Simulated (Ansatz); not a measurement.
The first iterations of a band of H$_{3}$SSn (5 atoms, charge 0, multiplicity 2).

Theory: UKS B3LYP-D4/def2-SVP (Ansatz).

| Item | Value |
| --- | --- |
| movable images | 9 |
| climbing image | yes |
| spring | 5.0 eV/Å² |
| optimiser | quadratic models (default) |
| start path | through a guess of the saddle point |
| force threshold | 0.03 eV/Å |
| iteration limit | 57 |
| end points | relaxed |

First end point:

```xyz
5
Properties=species:S:1:pos:R:3
S 1.081 -0.854 0.985
Sn -0.026 0.400 -0.827
H 0.270 -1.932 0.863
H -1.748 0.272 -0.553
H 0.472 2.039 -0.509
```

Last end point:

```xyz
5
Properties=species:S:1:pos:R:3
S 0.112 -1.419 0.918
Sn -0.242 0.273 -0.842
H 1.455 -1.244 0.949
H -1.942 0.625 -0.691
H 0.668 1.692 -0.375
```

| iteration | highest image above the first end (eV) | largest band force component (eV/Å) |
| --- | --- | --- |
| 1 | 3.058 | 20.976 |
| 2 | 0.534 | 6.024 |

Task: Does the band converge within its limit, and where does its top end?

Result: The forces met the threshold. It ended after 7 iterations with the highest image 0.120 eV above the first end. A vibrational analysis at the climbing image gives one clearly imaginary mode, 281i cm⁻¹: a first-order saddle point.

Run time: 4.4 min on 1 thread of Intel(R) Xeon(R) Processor @ 2.70GHz, with other jobs on the host, peak memory 0.17 GiB.
